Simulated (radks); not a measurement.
Values are calculated unless marked as measured or tabulated.
Task: The mean radii <r> (bohr) of the occupied orbitals of an atom or ion are listed with their occupations. Code: a radial shooting solver on a logarithmic mesh with Libxc functionals. Model: Dirac Kohn-Sham, SOGGA, spin-unpolarised, spherical densities, point nucleus.

orbital  occ.      <r>
1s1/2       2  0.09697
2s1/2       2   0.4779
2p1/2       2   0.4389
2p3/2       4   0.4411
3s1/2       2    1.487
4p1/2       2    3.927

Name the element and its charge. Open shells, if any, fill j = l - 1/2 first.

Result: Z = 16, sulfur, charge +2: S2+ in [Ne] 3s2 4p2. The 1s radius gives Z: for a bare nucleus <r> = (2 gamma + 1)/(2Z) with gamma = sqrt(1 - (Z/c)^2), 0.09332 bohr for Z = 16, and screening makes it slightly larger (0.09697 here). The occupations add up to 14, and the charge is Z minus that.
